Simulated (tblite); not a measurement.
Species: C₆H₈F₂Si.
Atom-mapped SMILES: `[CH3:1][C:2]#[C:3][C@@H:4]([SiH3:5])/[C:6]([F:7])=[CH:8]\[F:9]` (hydrogens: H10, H11, H12 on C1; H13 on C4; H14, H15, H16 on Si5; H17 on C8)

Computed geometry: GFN2-xTB, gas phase.

Q: List the bond lengths, angles and torsions at this level.

A: 
```
                     bond  length (Å)
                    C1–C2       1.446
                    C2≡C3       1.199
                    C3–C4       1.446
                   C4–Si5       1.935
                    C4–C6       1.484
                    C6–F7       1.356
                    C6=C8       1.327
                    C8–F9       1.344
   C1–H10, C1–H11, C1–H12       1.090
                   C4–H13       1.095
Si5–H14, Si5–H15, Si5–H16       1.461
                   C8–H17       1.079
```

Bonds in one row agree within 0.01 Å and their mean is given. A selection of angles:
```
    angle  degrees
 C1–C2–C3    179.8
 C2–C3–C4    179.7
C3–C4–Si5    109.7
 C3–C4–C6    112.3
Si5–C4–C6    109.2
 C4–C6–F7    114.0
 C4–C6–C8    129.6
 F7–C6–C8    116.2
 C6–C8–F9    122.0
```

Dihedral angles: C3–C4–C6–F7 146° (anticlinal); C4–C6–C8–F9 1° (synperiplanar).

Si5 (SiH3 silicon) is tetrahedral (angles from 106.7° to 112.0°). The C–C distances run from 1.199 Å (C2≡C3, drawn triple) to 1.484 Å (C4–C6, drawn single), a spread of 0.285 Å. Of the pairs four or more bonds apart, C3···F9 is among the closest relative to their van der Waals radii: 2.85 Å, 90 % of the sum of Bondi's values.

Point group: C1 (no symmetry element, even within 0.4 Å). Its lowest GFN2-xTB frequency is 2i cm⁻¹, too small to tell a flat minimum from a shallow saddle. The numbers are those of one conformer.
